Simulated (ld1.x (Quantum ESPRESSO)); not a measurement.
## What one change does to a pseudopotential (Te (Z = 52), TM)

Te (Z = 52), norm-conserving Troullier–Martins (Kleinman–Bylander form), made with ld1.x (Quantum ESPRESSO) 7.5 (PBE, scalar-relativistic). Core [Kr] 4d10, reference 5s2 5p4. Waves: 5s (bound): rc 1.60 bohr; 5d channel at 0.25 Ry: rc 1.55 bohr; 5p (bound): rc 1.90 bohr. Local part: the p channel. Core correction: none.

Change: wave 5p (bound): rc 1.90 bohr becomes 5p (bound): rc 2.38 bohr.

Cutoffs: the cutoffs (Ry, on a coarse ladder) from which the occupation-weighted sum of valence levels, in a spherical-Bessel basis at the reference potential, stays within 10 and 1 mRy of its value at 400 Ry; they do not see the model core or the augmentation charge, which bear on the density cutoff. Errors are all-electron minus pseudo energies relative to the spin-unpolarised reference configuration.

Question: Predict the effect on cutoff, ghosts and configuration errors.

Answer: The potential gets softer (30 Ry and 70 Ry → 30 Ry and 60 Ry); both files keep a bound ghost (d); of the 7 tests that both files solve, the error grows in 1 and shrinks in 0 by more than 15 % and 0.3 meV (median size 5.3 → 5.8 meV). A larger radius leaves more room for a smooth pseudo-wave, so fewer plane waves are needed.

```tsv
quantity	base	changed
cutoff, loose	30 Ry	30 Ry
cutoff, tight	70 Ry	60 Ry
bound ghosts	d	d
error for 5s2 5p3, meV [ΔE 9.73 eV]	-2.8	-3.0
error for 5s2 5p2, meV [ΔE 27.65 eV]	-9.6	-11
error for 5s2 5p1, meV [ΔE 54.55 eV]	-9.9	-18
error for 5s2 5p3.5, meV [ΔE 3.90 eV]	-1.0	-1.0
error for 5s2 5p4.3, meV [ΔE -1.47 eV]	+0.4	+0.5
error for 5s1 5p5, meV [ΔE 9.25 eV]	+5.3	+5.8
error for 5s1 5p4, meV [ΔE 19.57 eV]	+6.3	+7.2
```

 A true bound ghost makes a file unfit for plane-wave use even where its test errors are small: the radial tests pick states by their node count and pass the ghost by.
